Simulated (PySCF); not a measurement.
An unknown is described by computed data only.

Formula: C4HF4P3.

- Dipole: 2.34 D [PBE0/pcSseg-1]
- NMR, other nuclei: isotropic shieldings of nuclei other than C and H, by class: 209 (1 F), 232 (3 F), 47 (1 P), 86 (1 P), 96 (1 P) ppm [GIAO PBE0/pcSseg-1]
- 1H NMR: chemical shifts (computed TMS as zero) by class: 11.10 (1 H) ppm [GIAO PBE0/pcSseg-1]
- Rotational structure: rotational constants A, B, C: 1.299, 0.529, 0.402 GHz [GFN2-xTB]
- 13C NMR: chemical shifts (computed TMS as zero) by class: 253.0 (1 C), 201.8 (1 C), 192.4 (1 C), 136.5 (1 C) ppm [GIAO PBE0/pcSseg-1]

The electronic properties come from PySCF, for the isolated species, density fitting. Levels stand in brackets. Isolated species at its GFN2-xTB geometry, gas phase. Each NMR value is the plain mean over a class of atoms that symmetry, rotation or inversion makes alike.

**Question.** Propose a structure and show how it fits.

**Answer.** Numbering: `[F:1][c:2]1[p:3][cH:4][p:5][c:6]([C:7]([F:8])([F:9])[F:10])[p:11]1`. 4 carbons fall into 4 classes; from least to most shielded: aromatic C–F carbon [C2] (253.0 ppm), substituted aromatic carbon [C6] (201.8 ppm), aromatic CH carbon [C4] (192.4 ppm), CF3 carbon [C7] (136.5 ppm). The one hydrogen (11.10 ppm): aromatic hydrogen. The other shieldings belong to: 209 ppm, aryl fluorine [F1]; 232 ppm, fluorine of a CF3 group [F8/F9/F10]; 47 ppm, phosphorus bonded to 2 C [P5]; 86 ppm, phosphorus bonded to 2 C [P3]; 96 ppm, phosphorus bonded to 2 C [P11]. The optimised geometry has point group C1 and is an asymmetric top. Structure: `c1(pc(pcp1)C(F)(F)F)F`. The assignments are read from this structure; whether some other isomer fits the data as well wasn't checked.

The values belong to the conformer `[F:1][c:2]1[p:3][cH:4][p:5][c:6]([C:7]([F:8])([F:9])[F:10])[p:11]1`: P5–C6–C7–F8 -45°.
